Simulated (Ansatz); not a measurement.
Coupled-cluster diagnostics for [closo-2-(NH2)B7H6]2- (B7NH8²⁻), Ansatz.

Geometry of the singlet (PBE0-D4/def2-SVPD):

```xyz
16

B     0.394    0.489   -1.175
B    -0.675    0.724    0.066
B     1.060    0.233    0.506
B     0.703   -1.549    0.540
B    -0.479   -0.533    1.124
B    -0.553   -0.980   -0.646
B     1.247   -0.912   -0.893
H     0.528    1.240   -2.137
N    -1.649    1.866    0.203
H    -1.863    2.086    1.171
H    -1.325    2.716   -0.249
H     1.913    0.878    1.117
H     1.095   -2.578    1.077
H    -1.107   -0.675    2.169
H    -1.405   -1.624   -1.256
H     2.117   -1.381   -1.616
```

Correlated methods freeze 8 core orbitals. A multiply charged anion in the gas phase is held together partly by the finite basis.

(1) Estimate the CCSD(T) correlation energy, the shares of MP2 and (T), T1 and the reference's ⟨S²⟩ for: charge -2, singlet, own geometry in def2-SVPD; and the rough time on 4 threads of Intel Xeon on a shared host.

Answers

(1) 
| state | basis | correlation (eV) | MP2 share (%) | (T) share (%) | T1 | ⟨S²⟩ (pure) | wall time | remarks |
| --- | --- | --- | --- | --- | --- | --- | --- | --- |
| charge -2, singlet, own geometry | def2-SVPD | -27.437 | 91.0 | 4.8 | 0.012 | 0.00 (0.00) | 4.1 min | HOMO above zero |
Customary marks for T1 are 0.02 (closed shells), 0.045 (open shells) and about 0.05 (3d metals). T1 stays under 0.02 throughout.
